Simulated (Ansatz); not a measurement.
MoO2F, SMILES [O]=[Mo](=[O])[F] (connectivity only; charge and spin as stated), neutral, multiplicity 2. Atoms are numbered in the order given.

```xyz
4

Mo     0.0000     0.0000    -0.0198
O      0.0000     1.4023    -0.9631
O      0.0000    -1.4023    -0.9631
F      0.0000     0.0000     1.8563
```
Charge 0, spin multiplicity 2.

Geometry optimised at B3LYP-D3(BJ)/def2-TZVP. The spin state was assumed, not searched. The def2 effective core potentials stand for the cores of Mo; spin–orbit coupling is left out.

Two levels are set side by side: PBE-D3(BJ)/def2-TZVP (Ansatz, a quantum-chemistry and plane-wave program) and B3LYP-D3(BJ)/def2-TZVP (Ansatz). Each level has its own optimised geometry; the coordinates shown are those of the second. Differences are taken from unrounded values.

```tsv
quantity	B3LYP-D3(BJ)	PBE-D3(BJ)	PBE-D3(BJ) minus B3LYP-D3(BJ)
mean bond length (Å)	1.752	1.760	0.008
bond Mo1–O2 (Å)	1.690	1.700	0.009
bond Mo1–O3 (Å)	1.690	1.700	0.009
bond Mo1–F4 (Å)	1.876	1.881	0.005
```

Exact exchange shortens and stiffens bonds; PBE has none. Differences between two approximate levels are no errors against the true value.
